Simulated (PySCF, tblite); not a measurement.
Compound: FH9OSi4.
Cartesian coordinates in Å at the GFN2-xTB level; atoms count from 1:
```xyz
15
FH9OSi4 angstrom
F      2.7688    0.9845    1.9165
Si     3.0731    0.8098    0.3325
Si     1.2241   -0.2274   -0.5804
Si    -0.5084   -0.6529    0.8978
O     -1.9019   -0.5471    0.0688
Si    -3.1768   -0.0876   -0.8087
H      4.3235    0.0558    0.3460
H      3.3893    2.1777   -0.0705
H      1.7050   -1.4679   -1.2267
H      0.7918    0.5778   -1.7424
H     -0.5452   -2.0124    1.4477
H     -0.6280    0.3096    1.9981
H     -3.1429   -0.9076   -2.0177
H     -4.3580   -0.3386    0.0130
H     -3.0188    1.3343   -1.1129
```

Computed with wB97X-D/def2-SVPD in PySCF (dipole) on a GFN2-xTB geometry, gas phase.

Take the most abundant isotopes and a rigid rotor. The values belong to one conformer with, in the numbering `[F:1][SiH2:2][SiH2:3][SiH2:4][O:5][SiH3:6]`, F1–Si2–Si3–Si4 2°, Si2–Si3–Si4–O5 148°.

(1) Give the principal moments of inertia and the rotational constants in cm⁻¹.

(2) What kind of rotor is it?

(3) What does the inertial defect say?

(4) List the rotational levels J(Ka,Kc) to J = 2 (K).

(5) Which lines would a microwave search look for?

## Answers

(1) Ia = 138.88, Ib = 967.40, Ic = 1024.82 u·Å²; 505379 MHz·u·Å²/I gives 3639, 522.4 and 493.1 MHz, that is A = 0.12139, B = 0.01743, C = 0.01645 cm⁻¹.

(2) A near-prolate asymmetric top. Ray's parameter κ = (2B − A − C)/(A − C) = -0.981; −1 is the prolate and +1 the oblate limit.

(3) Not planar: Δ = Ic − Ia − Ib = -81.45 u·Å². For a rigid frame Δ = −2 Σ m c², so Σ m c² = 40.72 u·Å² lies off the ab plane: 13.67 from hydrogen and 27.05 from heavier atoms. The atom farthest from that plane is 1.86 Å away.

(4) Above 0(0,0), as E/k:
J = 1: 1(0,1) 0.049, 1(1,1) 0.198, 1(1,0) 0.200
J = 2: 2(0,2) 0.146, 2(1,2) 0.294, 2(1,1) 0.299, 2(2,1) 0.747, 2(2,0) 0.747
Those of J = 1 are B + C, A + C and A + B.

(5) The dipole components are |μa| = 0.75 D, |μb| = 1.44 D, |μc| = 0.18 D. The squared components, which scale the intensities, stand as 0.27 : 1.00 : 0.02 (a : b : c). Some lines, for components of 0.1 D or more:

```csv
type,branch,"J(Ka,Kc)",MHz,lower level (cm⁻¹)
a,R,"1(0,1) ← 0(0,0)",1016,0.000
a,R,"2(0,2) ← 1(0,1)",2031,0.034
a,R,"2(1,1) ← 1(1,0)",2060,0.139
a,R,"3(2,2) ← 2(2,1)",3047,0.519
a,R,"3(1,2) ← 2(1,1)",3090,0.208
b,Q,"2(1,1) ← 2(0,2)",3175,0.102
c,R,"1(1,0) ← 0(0,0)",4161,0.000
b,R,"2(1,2) ← 1(0,1)",5118,0.034
c,R,"2(1,1) ← 1(0,1)",5206,0.034
b,Q,"3(2,1) ← 3(1,2)",9307,0.311
b,Q,"2(2,0) ← 2(1,1)",9350,0.208
b,Q,"2(2,1) ← 2(1,2)",9438,0.205
b,Q,"3(2,2) ← 3(1,3)",9482,0.305
b,R,"2(2,1) ← 1(1,0)",11410,0.139
c,R,"2(2,1) ← 1(1,1)",11440,0.138
c,R,"3(2,2) ← 2(1,2)",12484,0.205
b,Q,"3(3,0) ← 3(2,1)",15656,0.621
b,R,"3(3,1) ← 2(2,0)",18703,0.519
b,R,"3(3,0) ← 2(2,1)",18703,0.519
```

Its lowest GFN2-xTB frequency is 13i cm⁻¹, too small to tell a flat minimum from a shallow saddle. Constants of a rigid frame at the computed geometry: no zero-point averaging, no centrifugal distortion. A rigid rotor knows nothing of internal rotation, which can split or shift real lines.
